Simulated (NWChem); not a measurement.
All runs are NWChem calculations. System: H₃O₄Si, charge 0, spin multiplicity 2, displaced from the optimised geometry. The structure started from a generated list of species. Its SCF solution wasn't tested for a lower state.

Job file:

```
start mol
memory heap 200 mb stack 900 mb global 1100 mb
geometry units angstroms nocenter noautoz noautosym
  O     -1.216164     0.859991     0.879158
  Si    -0.027371     0.014681    -0.008087
  O     -0.795873    -1.139659    -0.950965
  O      0.912066     0.933561    -1.051967
  O      0.960273    -0.589220     1.219502
  H     -0.476361    -1.223527    -1.878258
  H      1.445174     1.665666    -0.668369
  H      0.531967    -1.165053     1.894033
end
basis spherical
  * library def2-svp
end
dft
  xc becke88 lyp
  odft
  mult 2
  semidirect memsize 60000000 filesize 0
  iterations 100
  convergence nodiis damp 40
end
task dft gradient
```

The output up to the point where the run's verdict is printed (cleaned and shortened):

```
             Northwest Computational Chemistry Package (NWChem) 7.3.0
             --------------------------------------------------------

                                NWChem Input Module
                                -------------------

 Scaling coordinates for geometry "geometry" by  1.889725989
 (inverse scale =  0.529177249)

                             Geometry "geometry" -> ""
                             -------------------------

 Output coordinates in angstroms (scale by  1.889725989 to convert to a.u.)

  No.       Tag          Charge          X              Y              Z
 ---- ---------------- ---------- -------------- -------------- --------------
    1 O                    8.0000    -1.21616400     0.85999100     0.87915800
    2 Si                  14.0000    -0.02737100     0.01468100    -0.00808700
    3 O                    8.0000    -0.79587300    -1.13965900    -0.95096500
    4 O                    8.0000     0.91206600     0.93356100    -1.05196700
    5 O                    8.0000     0.96027300    -0.58922000     1.21950200
    6 H                    1.0000    -0.47636100    -1.22352700    -1.87825800
    7 H                    1.0000     1.44517400     1.66566600    -0.66836900
    8 H                    1.0000     0.53196700    -1.16505300     1.89403300

 Effective nuclear repulsion energy (a.u.)     249.2331357530

            Nuclear Dipole moment (a.u.)
            ----------------------------
        X                 Y               Z
 ---------------- ---------------- ----------------
     0.0000037795     0.0000075589     0.0000226767


 Summary of "ao basis" -> "" (spherical)
 ------------------------------------------------------------------------------
       Tag                 Description            Shells   Functions and Types
 ---------------- ------------------------------  ------  ---------------------
 *                          def2-svp                  on all atoms

                                 NWChem DFT Module
                                 -----------------

 Summary of "ao basis" -> "ao basis" (spherical)
[...]
 d= 0,ls=0.0         73   -545.5653937920 -1.24D+02  1.63D-01              61.6
                                                     1.55D-01
 d= 0,ls=0.0         74   -421.2213297267  1.24D+02  1.63D-01              62.4
                                                     1.55D-01
 d= 0,ls=0.0         75   -545.5653937920 -1.24D+02  1.63D-01              63.2
                                                     1.55D-01
 d= 0,ls=0.0         76   -421.2213297267  1.24D+02  1.63D-01              64.0
                                                     1.55D-01
 d= 0,ls=0.0         77   -545.5653937920 -1.24D+02  1.63D-01              64.9
                                                     1.55D-01
 d= 0,ls=0.0         78   -421.2213297267  1.24D+02  1.63D-01              65.7
                                                     1.55D-01
 d= 0,ls=0.0         79   -545.5653937920 -1.24D+02  1.63D-01              66.5
                                                     1.55D-01
 d= 0,ls=0.0         80   -421.2213297267  1.24D+02  1.63D-01              67.3
                                                     1.55D-01
 d= 0,ls=0.0         81   -545.5653937920 -1.24D+02  1.63D-01              68.2
                                                     1.55D-01
 d= 0,ls=0.0         82   -421.2213297267  1.24D+02  1.63D-01              69.0
                                                     1.55D-01
 d= 0,ls=0.0         83   -545.5653937920 -1.24D+02  1.63D-01              69.8
                                                     1.55D-01
 d= 0,ls=0.0         84   -421.2213297267  1.24D+02  1.63D-01              70.6
                                                     1.55D-01
 d= 0,ls=0.0         85   -545.5653937920 -1.24D+02  1.63D-01              71.5
                                                     1.55D-01
 d= 0,ls=0.0         86   -421.2213297267  1.24D+02  1.63D-01              72.3
                                                     1.55D-01
 d= 0,ls=0.0         87   -545.5653937920 -1.24D+02  1.63D-01              73.1
                                                     1.55D-01
 d= 0,ls=0.0         88   -421.2213297267  1.24D+02  1.63D-01              73.9
                                                     1.55D-01
 d= 0,ls=0.0         89   -545.5653937920 -1.24D+02  1.63D-01              74.7
                                                     1.55D-01
 d= 0,ls=0.0         90   -421.2213297267  1.24D+02  1.63D-01              75.6
                                                     1.55D-01
 d= 0,ls=0.0         91   -545.5653937920 -1.24D+02  1.63D-01              76.4
                                                     1.55D-01
 d= 0,ls=0.0         92   -421.2213297267  1.24D+02  1.63D-01              77.2
                                                     1.55D-01
 d= 0,ls=0.0         93   -545.5653937920 -1.24D+02  1.63D-01              78.0
                                                     1.55D-01
 d= 0,ls=0.0         94   -421.2213297267  1.24D+02  1.63D-01              78.8
                                                     1.55D-01
 d= 0,ls=0.0         95   -545.5653937920 -1.24D+02  1.63D-01              79.7
                                                     1.55D-01
 d= 0,ls=0.0         96   -421.2213297267  1.24D+02  1.63D-01              80.5
                                                     1.55D-01
 d= 0,ls=0.0         97   -545.5653937920 -1.24D+02  1.63D-01              81.4
                                                     1.55D-01
 d= 0,ls=0.0         98   -421.2213297267  1.24D+02  1.63D-01              82.2
                                                     1.55D-01
 d= 0,ls=0.0         99   -545.5653937920 -1.24D+02  1.63D-01              83.0
                                                     1.55D-01
 d= 0,ls=0.0        100   -421.2213297267  1.24D+02  1.63D-01              83.9
                                                     1.55D-01
```

Convergence was not reached. The next line reads: Calculation failed to converge. NWChem stopped with the message: dft gradient failed.
